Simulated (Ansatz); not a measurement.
System: trichloro(methyl)silane, CH$_{3}$Cl$_{3}$Si (charge 0, singlet). SMILES: C[Si](Cl)(Cl)Cl
Geometry: optimised at B3LYP-D3(BJ)/def2-TZVP (Ansatz, a program for electronic structure).

Computed values are from Ansatz. Valence correlation only, unless marked. Open shells are spin-unrestricted. No spin-orbit coupling. No relativistic terms. CBS(X,Y): correlation extrapolated as X^-3; Hartree-Fock from the larger set. [CCSD(T)-MP2]/basis is that difference in the basis named.

Q: What is the dipole moment at CCSD(T)/aug-cc-pV(D+d)Z?

A: 1.92 D.

Q: What is the total energy at RI-MP2/CBS(aug-cc-pV(T+d)Z,aug-cc-pV(Q+d)Z)+[CCSD(T)-MP2]/aug-cc-pV(T+d)Z?

A: -1708.4418 Eh.

Q: What is the atomisation energy De at RI-MP2/CBS(aug-cc-pV(T+d)Z,aug-cc-pV(Q+d)Z)+[CCSD(T)-MP2]/aug-cc-pV(T+d)Z?

A: 682.2 kcal/mol.

Q: What is the T1 diagnostic at CCSD/aug-cc-pV(T+d)Z?

A: 0.009.
